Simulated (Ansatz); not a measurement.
Cartesian coordinates in Å:
```
B -1.392 -0.498 -0.483
Ge 0.291 0.208 0.449
O 1.632 0.193 -0.739
H -1.376 -0.831 -1.628
H -2.414 -0.578 0.131
H 0.696 -0.661 1.665
H 0.107 1.654 0.972
H 2.456 0.512 -0.366
```

Charge 0, multiplicity 1.

(1) List the ωB97M-V/def2-TZVPP orbital energies in eV (Ansatz). (An estimate is asked.)

Answers

(1) Computed: Occupied: -10866.50, -1362.33, -1210.05, -1210.05, -1210.04, -525.62, -188.69, -174.15, -123.42, -123.38, -123.35, -36.34, -36.20, -36.16, -36.12, -36.12, -29.84, -18.79, -16.38, -15.32, -12.66, -12.66, -12.03, -10.60, -10.54. Lowest empty: -0.54, 1.96, 2.61, 3.05, 3.76, 4.25, 4.25, 4.92.
